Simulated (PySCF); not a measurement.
# Indirect couplings

Bonds (- single, = double, # triple, : aromatic): Ge1-C2 1.994 Å, Ge1-C6 1.994 Å, C2-F3 1.339 Å, C2-F4 1.336 Å, C2-F5 1.336 Å, C6-F7 1.336 Å, C6-F8 1.337 Å, C6-F9 1.339 Å. Ge1 carries H10, H11.

Indirect spin–spin couplings were computed at PBE/pcJ-1 (pcSseg-1 on Ge) (spin–dipole term only in couplings to heteroatoms) (PySCF) on a PBE0-D3(BJ)/def2-SVP structure, for the isolated molecule, without vibrational or relativistic corrections. Couplings are averaged over pairs made equivalent by symmetry, fast rotation or ring inversion, so a value needn't be that of the named pair in this geometry, while other rotamers aren't included; one pair stands for each set, and the list holds those of at least 1.5 Hz over up to four bonds, among pairs with at least one F or H atom (others weren't computed). One-bond C–F couplings come out tens of Hz too large with common functionals.

Isotopes: $^{13}$C, $^{19}$F, $^{1}$H.

| pair | bonds | J (Hz) |
| --- | --- | --- |
| C2, F3 | 1 | -429.7 |
| C2, H10 | 2 | 9.5 |
| F3, F4 | 2 | 9.4 |
| H10, H11 | 2 | 11.8 |
| C2, F7 | 3 | 4.6 |
| F3, H10 | 3 | ? |
| F3, F7 | 4 | ? |

Estimate the withheld couplings, with signs.

Results:


- $^{3}J$(F3,H10) = 5.5 Hz (mean over equivalent pairs that range from -3.3 to 23.3 Hz in this conformer)
- $^{4}J$(F3,F7) = 3.7 Hz (mean over equivalent pairs that range from 0.2 to 15.6 Hz in this conformer)

Relativistic effects of the heavier atoms present are left out.
